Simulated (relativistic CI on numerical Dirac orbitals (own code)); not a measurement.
## Forbidden lines of Ce¹⁵⁺

Computed by Dirac-Coulomb-Breit CI, orbitals from a KLI potential per configuration, QED by a radiative potential, unscaled Slater integrals (own radial code, finite nucleus).

CI space (outside the closed core [Ar] 3d10): 4s2 4p6 4d7, 4s2 4p5 4d8, 4s2 4p6 4d6 4f, 4s 4p6 4d8, 4s2 4p6 4d6 5s, 4s2 4p5 4d7 4f, 4s2 4p6 4d6 5p, 4s 4p6 4d7 4f, 4s2 4p6 4d5 4f 5s, 4s2 4p6 4d6 5d, 4s2 4p6 4d5 5s 5p, 4s2 4p5 4d7 5s, 4s2 4p6 4d6 5f, 4s2 4p6 4d6 6s, 4s2 4p6 4d6 6p, 4s2 4p6 4d6 7s, 4s 4p6 4d7 5s, 4p6 4d8 4f, 4p6 4d9, 4p5 4d10, 4p5 4d9 4f, 4s2 4p6 4d5 5s2, 4s2 4p6 4d4 4f 5s2, 4s2 4p5 4d5 4f 5s2, 4s2 4p6 4d4 5s2 5p, 4p6 4d8 5s, 4p5 4d9 5s, 4p5 4d8 4f 5s, 4p6 4d7 5s2, 4p5 4d8 5s2, 4p6 4d6 4f 5s2, 4p5 4d7 4f 5s2, 4p6 4d6 5s2 5p. Double excitations out of closed p, d and f shells are left out; levels of such configurations are missing from the list, as are those of other unlisted configurations, and high levels can miss mixing partners.

| λ vac (Å) | Lower | Upper | Type | A (s⁻¹) | log gf |
| --- | --- | --- | --- | --- | --- |
| 107.80 | 4s2 4p6 4d7 2H_11/2 [9] | 4s2 4p6 4d6 4f 4K°_15/2 [138] | M2 | 2.32e+02 | -8.19 |
| 108.87 | 4s2 4p6 4d7 2H_11/2 [9] | 4s2 4p6 4d6 4f 2K°_15/2 [117] | M2 | 7.42e+02 | -7.68 |
| 109.99 | 4s2 4p6 4d7 2H_11/2 [9] | 4s2 4p6 4d6 4f 4L°_15/2 [100] | M2 | 1.25e+03 | -7.44 |
| 110.85 | 4s2 4p6 4d7 4F_9/2 [1] | 4s2 4p6 4d6 4f 6G°_13/2 [42] | M2 | 4.05e+03 | -6.98 |
| 111.35 | 4s2 4p6 4d7 2H_11/2 [9] | 4s2 4p6 4d6 4f 4I°_15/2 [85] | M2 | 4.26e+03 | -6.90 |
| 937.40 | 4s2 4p6 4d7 4P_5/2 [7] | 4s2 4p6 4d7 2D_5/2 [19] | M1 | 8.64e+02 | -6.17 |
| 1006.2 | 4s2 4p6 4d7 4P_5/2 [7] | 4s2 4p6 4d7 2D_3/2 [18] | M1 | 3.61e+02 | -6.66 |
| 1265.7 | 4s2 4p6 4d7 4F_7/2 [2] | 4s2 4p6 4d7 2F_7/2 [16] | M1 | 1.81e+02 | -6.46 |
| 1317.3 | 4s2 4p6 4d7 4F_5/2 [4] | 4s2 4p6 4d7 2D_3/2 [17] | M1 | 4.02e+02 | -6.38 |
| 1406.3 | 4s2 4p6 4d7 4P_3/2 [11] | 4s2 4p6 4d7 2D_3/2 [18] | M1 | 7.32e+02 | -6.06 |
| 1452.7 | 4s2 4p6 4d7 2D_5/2 [12] | 4s2 4p6 4d7 2D_3/2 [18] | M1 | 1.33e+03 | -5.77 |
| 1527.1 | 4s2 4p6 4d7 2F_5/2 [15] | 4s2 4p6 4d7 2D_5/2 [19] | M1 | 5.81e+02 | -5.91 |
| 1736.6 | 4s2 4p6 4d7 2G_9/2 [6] | 4s2 4p6 4d7 2F_7/2 [16] | M1 | 3.01e+02 | -5.96 |
| 1896.2 | 4s2 4p6 4d7 4F_7/2 [2] | 4s2 4p6 4d7 2D_5/2 [12] | M1 | 1.40e+03 | -5.35 |
| 2198.1 | 4s2 4p6 4d7 4F_9/2 [1] | 4s2 4p6 4d7 2G_9/2 [6] | M1 | 5.05e+02 | -5.44 |
| 2510.7 | 4s2 4p6 4d7 2G_9/2 [6] | 4s2 4p6 4d7 2H_9/2 [13] | M1 | 4.45e+02 | -5.38 |
| 3084.5 | 4s2 4p6 4d7 4F_3/2 [5] | 4s2 4p6 4d7 4P_3/2 [11] | M1 | 4.89e+02 | -5.55 |
| 3536.8 | 4s2 4p6 4d7 4P_5/2 [7] | 4s2 4p6 4d7 4P_3/2 [11] | M1 | 4.41e+02 | -5.48 |
| 3819.0 | 4s2 4p6 4d7 2H_11/2 [9] | 4s2 4p6 4d7 2H_9/2 [13] | M1 | 1.83e+02 | -5.40 |
| 4154.2 | 4s2 4p6 4d7 4F_9/2 [1] | 4s2 4p6 4d7 4F_7/2 [2] | M1 | 4.20e+02 | -5.06 |

Terms are leading LS components. Brackets give the number of a level in order of energy, since labels repeat. The list gives strong lines, with weight on those to low levels, among the lowest 400 of 10576 levels, so that lines to higher ones, which can be the strongest, are missing. Levels whose partners in the same complex of configurations lie outside the list can be far off, and so can their lines. Rates are taken at the computed energies, electric ones in the length gauge.

At this charge energies of transitions that change n are usually good to better than 1 %, and those within a shell (Δn = 0) to a few per cent. Terms inside the open d or f shell come out 10 to 20 % too wide with unscaled integrals. Levels and lines within the n = 5 or 6 shells can be off by up to 10 % or somewhat more, and those that change n by about 2 %, since core polarisation is missing.

LS names give the leading component of a level, which can be under half, so a name can repeat, a term be missing and a line seem to break the LS rules.
